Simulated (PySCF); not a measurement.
Excitation energy of Ru²⁺ by level of theory

Ru²⁺ [Kr] 4d6 (5D) → Ru²⁺ [Kr] 4d5 5s1 (7S), as a difference of total energies. Computed with PySCF 2.14 in x2c-TZVPPall with one added diffuse shell each of s, p, d, f type (9s7p7d3f1g, 95 functions), with the spin-free X2C one-electron Hamiltonian (Gaussian nucleus). Correlated levels: valence and next inner shell: [Ar] 3d10 frozen. The calculations carry no spin-orbit coupling.

```json
{"method": "UHF", "excitation energy (cm⁻¹)": "21024"}
{"method": "MP2 (valence and next inner shell)", "excitation energy (cm⁻¹)": "24033"}
{"method": "SCS-MP2 (valence and next inner shell)", "excitation energy (cm⁻¹)": "27120"}
{"method": "CCSD (valence and next inner shell)", "excitation energy (cm⁻¹)": "24697"}
{"method": "CCSD(T) (valence and next inner shell)", "excitation energy (cm⁻¹)": "24737"}
```

A first-order spin-orbit estimate (lowest level to lowest level, LS coupling) adds 0.143 eV.
